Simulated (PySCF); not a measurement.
Two species compared at the same levels of theory.

First species: CH2=CFCOOEt, C₅H₇FO₂.
InChI=1S/C5H7FO2/c1-3-8-5(7)4(2)6/h2-3H2,1H3

Second species: C₅H₅F₃O₂S.
InChI=1S/C5H5F3O2S/c1-2-3-4-11(9,10)5(6,7)8/h2-4H,1H2/b4-3-

Levels: CAM-B3LYP/def2-SVPD for dipole moment, HOMO energy, LUMO energy, HOMO–LUMO gap, static isotropic polarisability and electronic spatial extent ⟨r²⟩ about the centre of nuclear charge; TDDFT CAM-B3LYP/def2-SVPD for lowest singlet excitation; TDA CAM-B3LYP/def2-SVPD for lowest triplet excitation (Tamm–Dancoff); PBE0-D3(BJ)/def2-SVP for rotational constant A and rotational constant C. Geometries: PBE0-D3(BJ)/def2-SVP. Each structure is a single optimised conformer of the isolated species, non-relativistic unless stated. Electronic properties by PySCF.

Dipoles, sizes and rotational constants follow the conformer. The torsions of the flexible species, by atom-mapped SMILES:
- `[CH2:1]=[C:2]([F:3])[C:4](=[O:5])[O:6][CH2:7][CH3:8]`: C1–C2–C4–O5 0°, C2–C4–O6–C7 180°, C4–O6–C7–C8 -179°
- `[CH2:1]=[CH:2]/[CH:3]=[CH:4]\[S:5](=[O:6])(=[O:7])[C:8]([F:9])([F:10])[F:11]`: C1–C2–C3–C4 179°, C3–C4–S5–O6 162°, C4–S5–C8–F9 -173°

| property | column X | column Y |
| --- | --- | --- |
| dipole moment | 0.81 D | 5.29 D |
| HOMO energy | -9.41 eV | -9.34 eV |
| LUMO energy | -0.40 eV | -1.51 eV |
| HOMO–LUMO gap | 9.01 eV | 7.83 eV |
| lowest singlet excitation | 5.22 eV | 5.37 eV |
| lowest triplet excitation (Tamm–Dancoff) | 3.68 eV | 3.00 eV |
| static isotropic polarisability | 70.4 au | 96.5 au |
| electronic spatial extent ⟨r²⟩ about the centre of nuclear charge | 1162 bohr² | 1867 bohr² |
| rotational constant A | 4.223 GHz | 1.544 GHz |
| rotational constant C | 0.973 GHz | 0.637 GHz |

Q: Which column belongs to which species?

A: Column X is the first species and column Y the second. The first has 15 atoms and 62 electrons, the second 16 and 94.

Q: How does each property change from the first species to the second?

A: dipole moment +4.48 D; HOMO energy +0.07 eV; LUMO energy -1.11 eV; HOMO–LUMO gap -1.18 eV; lowest singlet excitation +0.15 eV; lowest triplet excitation (Tamm–Dancoff) -0.68 eV; static isotropic polarisability +26.1 au; electronic spatial extent ⟨r²⟩ about the centre of nuclear charge +705 bohr²; rotational constant A -2.679 GHz; rotational constant C -0.336 GHz.

On the first: In atomic units the dipole is 0.32 e·bohr (1 au = 2.5417 D). The polarisability is 10.43 Å³ as a volume (1 au = 0.148185 Å³), or 1.14 au for each of the 62 electrons.

On the second: The principal polarisabilities are 70.8, 80.4 and 138.3 au; their mean is the isotropic value. The polarisability is 14.30 Å³ as a volume (1 au = 0.148185 Å³), or 1.03 au for each of the 94 electrons.
